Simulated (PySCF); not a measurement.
BLYP on Se- (selenium, charge -1), [Ar] 3d10 4s2 4p5, 2P determinant. Computed with PySCF 2.14 in x2c-QZVPPall with one added diffuse shell each of s, p, d, f type (12s9p6d5f1g, 113 functions), with scalar relativity by spin-free X2C-1e.

```
cycle= 1 E= -2430.0668736873  delta_E= -0.035  |g|= 0.114  |ddm|= 0.256
cycle= 2 E= -2430.06542676943  delta_E= 0.00145  |g|= 0.161  |ddm|= 0.0784
cycle= 3 E= -2430.06808129686  delta_E= -0.00265  |g|= 0.00972  |ddm|= 0.0617
cycle= 4 E= -2430.06808212305  delta_E= -8.26e-07  |g|= 0.0108  |ddm|= 0.0279
cycle= 5 E= -2430.06816426281  delta_E= -8.21e-05  |g|= 0.000183  |ddm|= 0.014
cycle= 6 E= -2430.06816429699  delta_E= -3.42e-08  |g|= 2.89e-05  |ddm|= 0.000333
cycle= 7 E= -2430.06816429769  delta_E= -7.02e-10  |g|= 4.27e-06  |ddm|= 5.76e-05
converged SCF energy = -2430.06816429769  <S^2> = 0.75309039  2S+1 = 2.003088
```

Highest occupied orbital energy: 1.069 eV; ⟨L²⟩ = 2.03; populations by l: s 8.00, p 17.00, d 10.00, f 0.00.

Question: Can this result be used?

Answer: With care. Self-consistency was reached. At BLYP the highest occupied level has a positive energy, so only the finite basis holds that electron; in a semilocal or global hybrid functional this comes from self-interaction and does not mean that the real anion is unbound.
